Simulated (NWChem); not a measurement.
Total energies of thiourea (CH$_{4}$N$_{2}$S)

SMILES: NC(N)=S
```xyz
8

N     -1.0965    -0.3517    -1.0488
C      0.0000     0.0000    -0.3153
N      1.0965     0.3517    -1.0488
S      0.0000     0.0000     1.3534
H     -1.1896    -0.0545    -2.0146
H     -1.9524    -0.4855    -0.5252
H      1.1896     0.0545    -2.0146
H      1.9524     0.4855    -0.5252
```
Charge 0, spin multiplicity 1.

The numbers come from NWChem runs, not from measurements. The geometry was optimised at B3LYP/def2-SVP, a minimum by its harmonic frequencies. It is one conformer; others weren't searched.

Basis set: 6-311G** (104 functions).

```
method  total energy (Ha)
------  -----------------
RHF            -546.68524
MP2            -547.30851
B2PLYP         -547.98685
PBE            -547.92897
B3LYP          -548.29516
TPSS           -548.31822
```

Total energies of different functionals aren't comparable as a measure of quality: only differences taken within one method are. 

The correlated methods keep 8 core orbitals frozen. B3LYP has NWChem's definition, with VWN1-RPA local correlation. The Pople sets run with spherical d functions.
